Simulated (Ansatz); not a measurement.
Total energies of `CC(=O)SCCCCCCCCCCCOc1ccccc1` from Ansatz at PBE0-D4/def2-TZVP, gas phase (1 Eh = 27.2114 eV = 2625.5 kJ/mol). The reference geometry is relaxed at PBE-D4/def2-SVP.

| state | geometry | energy (Eh) |
| --- | --- | --- |
| charge 0 singlet | reference | -1289.91951 |
| charge 1 doublet | reference | -1289.63124 |
| charge -1 doublet | reference | -1289.89764 |
| free C atom (triplet) | – | -37.80537 |
| free O atom (triplet) | – | -75.01860 |
| free S atom (triplet) | – | -397.97371 |
| free H atom (doublet) | – | -0.50104 |

Single mean-field runs in def2-TZVP are fitted with def2-universal-jkfit.

(1) Work out the vertical ionisation energy to the doublet.

(2) Work out the vertical electron affinity, to the doublet.

(3) Give the fundamental gap IE − EA, the Mulliken electronegativity (IE + EA)/2 and the hardness (IE − EA)/2.

(4) What is the binding energy per atom against free atoms?

(1) E(charge 1 doublet) − E(charge 0 singlet) = -1289.63124 − (-1289.91951) = 0.28827 Eh = 7.84 eV. For comparison, −ε of the highest occupied level is 6.32 eV at this level, 1.52 eV less.

(2) E(charge 0 singlet) − E(charge -1 doublet) = -1289.91951 − (-1289.89764) = -0.02187 Eh = -0.60 eV; negative, so the extra electron isn't bound. The basis lacks diffuse functions, which makes affinities too small.

(3) From the values in Eh: IE − EA = 0.28827 − (-0.02187) = 0.31014 Eh = 8.44 eV; (IE + EA)/2 = 3.62 eV; (IE − EA)/2 = 4.22 eV. The HOMO–LUMO gap of the same run is 5.67 eV, 2.77 eV smaller than the fundamental gap.

(4) Atoms: 19 × (-37.80537) + 2 × (-75.01860) + 1 × (-397.97371) + 30 × (-0.50104) = -1281.34414 Eh. Binding: -1281.34414 − (-1289.91951) = 8.57537 Eh = 233.35 eV, or 4.49 eV for each of 52 atoms (no zero-point energy, no counterpoise term).

At PBE0-D4/def2-TZVP the highest occupied level of the charge -1 doublet lies above zero (up to 1.75 eV). By energy differences it is unbound by 0.60 eV (vertical, against the charge 0 singlet, at PBE0-D4/def2-TZVP) and held by the finite basis.
